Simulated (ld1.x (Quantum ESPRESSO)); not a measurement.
Pseudopotential generation for Hf: PAW, LDA (PZ), non-relativistic.

- Element: Hf (Z = 72)
- Generator: ld1.x (Quantum ESPRESSO) 7.5
- Type: PAW
- Functional: LDA (PZ)
- Relativity: non-relativistic
- Frozen core: [Xe] 4f14
- Valence charge: 4
- Reference configuration: 5d2 6s1 6p0 (charge +1)
- Partial waves: 6s (bound): rcut 1.70, rcutus 2.35 bohr; 6s channel at 3.85 Ry: rcut 1.70, rcutus 2.35 bohr; 6p (bound, empty): rcut 2.85, rcutus 3.00 bohr; 6p channel at 0.15 Ry: rcut 2.85, rcutus 3.00 bohr; 5d (bound): rcut 1.65, rcutus 1.95 bohr; 5d channel at -0.05 Ry: rcut 1.65, rcutus 1.95 bohr
- Local potential: all-electron potential smoothed inside 1.85 bohr (lloc = -2)
- Core correction: Bessel-smoothed model core inside 1.85 bohr
- Augmentation charge: BESSEL, radius 1.85 bohr

**Question.** Does the generator finish with these settings?

**Answer.** No. ld1.x (Quantum ESPRESSO) 7.5 stopped with "new_paw_hamiltonian: negative rho": the pseudo-density turned negative during the self-consistent test, most likely because a state had been found with a wrong node count and its wave set to zero before. Before that it printed "Warning: n=1, l=0 expected 0 nodes, found 1".
